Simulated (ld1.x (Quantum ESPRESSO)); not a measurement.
Configuration tests for indium (In) (TM semilocal)

ld1.x (Quantum ESPRESSO) 7.5 input, shortened:

```
&input
   title='In', zed=49., rel=1, dft='PBE', iswitch=3,
   config='[Kr] 4d10 5s2 5p0 5d-2'
 /
 &inputp
   pseudotype=1, tm=.true., lloc=0,
   nlcc=.false.
 /
3
5P  2  1   0.00   0.00  3.50  3.50  0.0
5D  3  2  -2.00   0.25  2.00  2.00  0.0
5S  1  0   2.00   0.00  1.80  1.80  0.0
 &test
   configts(1)='5s2 5p0'
 /
```

Energies are relative to the spin-unpolarised reference configuration 5s2 5p0; without spin polarisation the order of configurations can differ from experiment.

```csv
valence configuration,charge,ΔE all-electron (eV),error AE − PS (meV)
5s2 5p1,0,-5.363,+42
5s1 5p0,+2,19.235,+90
5s2 5p0.5,+0.5,-3.423,+14
5s2 5p1.3,-0.3,-5.895,+59
5s0 5p3,0,6.584,+262
5s1 5p2,0,0.478,+114
```

Problem. What are ΔE and the potential's error for 5s1 5p1?

Solution. ΔE = 6.593 eV all-electron; the error (AE − PS) is +46 meV.

Levels in the configuration 5s1 5p0:

| level | all-electron (eV) | pseudo (eV) |
| --- | --- | --- |
| 5s | -23.671 | -23.400 |
